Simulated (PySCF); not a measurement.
# How the method changes the shape and vibrations of AlBClH2O cation

Calculated results; nothing here was measured. They come from PySCF 2.14.0, an open-source quantum chemistry program, on an isolated molecule that a program drew, which may never have been made. The molecule is AlBClH2O cation (charge +1, singlet), drawn as the SMILES string `O[BH][Al+][Cl]`.

The geometry was optimised and harmonic frequencies were computed with HF and MP2, all in the cc-pV(D+d)Z basis, for the commonest isotopes, with a restricted reference for singlets and an unrestricted one otherwise, and a frozen core in MP2. Each result is a local minimum of its method.

Geometry at the HF minimum:
```xyz
6
AlBClH2O cation, angstrom
O     2.2150   -1.1385    0.8183
B     0.9858   -0.7181    0.9474
Al   -0.8301   -2.0224    0.6486
Cl   -2.5487   -3.0772    0.4106
H     2.4439   -2.0276    0.5882
H     0.6853    0.3941    1.2356
```

Lengths of the bonds as drawn, in Å (atoms numbered as above):
| bond | HF | MP2 |
|---|---|---|
| O1-B2 | 1.305 | 1.325 |
| B2-Al3 | 2.256 | 2.229 |
| Al3-Cl4 | 2.030 | 2.037 |
| O1-H5 | 0.946 | 0.969 |
| B2-H6 | 1.188 | 1.198 |

Rotational constants, in GHz:
| constant | HF | MP2 |
|---|---|---|
| A | 45.54 | 47.1 |
| B | 1.376 | 1.37 |
| C | 1.336 | 1.332 |

Harmonic frequencies in cm^-1, each column in rising order, so a row needn't be the same motion in every method:
```
rank,HF,MP2
1,87,78
2,112,101
3,264,262
4,420,416
5,553,547
6,675,670
7,862,847
8,990,942
9,1124,1082
10,1466,1409
11,2818,?
12,4154,3846
```

**Estimate the missing MP2 frequency from the HF column.**

A single factor s that minimises the squared misfit of MP2 against s times HF over the other rows is sum(HF x MP2) / sum(HF^2) = 0.9367, with an rms misfit of 29 cm^-1. For rank 11 it gives 0.9367 x 2818 = 2640 cm^-1. The calculation gives 2738 cm^-1, 98 cm^-1 above the estimate. The drawn bonds are on average 0.8 % longer in MP2 than in HF.
